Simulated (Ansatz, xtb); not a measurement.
# A geometry optimisation of CH6BISi with r2SCAN-D4/def2-SVP

The starting geometry of this gas-phase singlet was built from a drawn formula by distance geometry and a force field; its bonds are those of `[BH3-][CH+][SiH2]I`.

```xyz
10

C    -1.1921   -1.2233    0.5655
B    -1.8357   -2.0468    1.7929
I    -4.0156   -1.5074   -1.5952
Si   -2.3058   -0.1241   -0.4447
H    -2.3069   -1.3025    2.5504
H    -0.9511   -2.6672    2.2819
H    -2.6215   -2.8169    1.3353
H    -0.1594   -1.2543    0.3366
H    -2.9626    0.8740    0.3531
H    -1.4662    0.5278   -1.4501
```

Problem. Where would you expect an optimisation with r2SCAN-D4/def2-SVP to take it?

Solution. It rearranges to `BC[SiH2]I`. Contacts that open: B2–H7 (1.19 → 2.24 Å). Contacts that close: C1–H7 (2.27 → 1.10 Å).

The energy falls by 3.18 eV over 24 steps:

| step | E − E(last) (eV) |
| --- | --- |
| 1 | 3.179 |
| 4 | 2.404 |
| 6 | 2.067 |
| 9 | 0.652 |
| 11 | 0.318 |
| 14 | 0.164 |
| 16 | 0.115 |
| 19 | 0.028 |
| 21 | 0.004 |
| 24 | 0.000 |

Final geometry (Å):

```xyz
10

C    -1.8758   -1.9453    0.6264
B    -1.3500   -1.5580    2.0287
I    -3.2474   -0.8974   -2.4964
Si   -2.3982   -0.3529   -0.2479
H    -2.1093   -1.4668    2.9661
H    -0.1854   -1.2755    2.1925
H    -2.7889   -2.5647    0.6391
H    -1.1152   -2.3907   -0.0373
H    -3.4986    0.3350    0.4820
H    -1.2482    0.5756   -0.4275
```

From the same start GFN2-xTB reaches the same bonding as this run.

The end wasn't checked by frequencies. Atoms past krypton carry core potentials, without spin–orbit terms. Run with Ansatz 0.2.0, 61 s on 2 threads of Intel(R) Xeon(R) Processor @ 2.70GHz, with other jobs on the host.
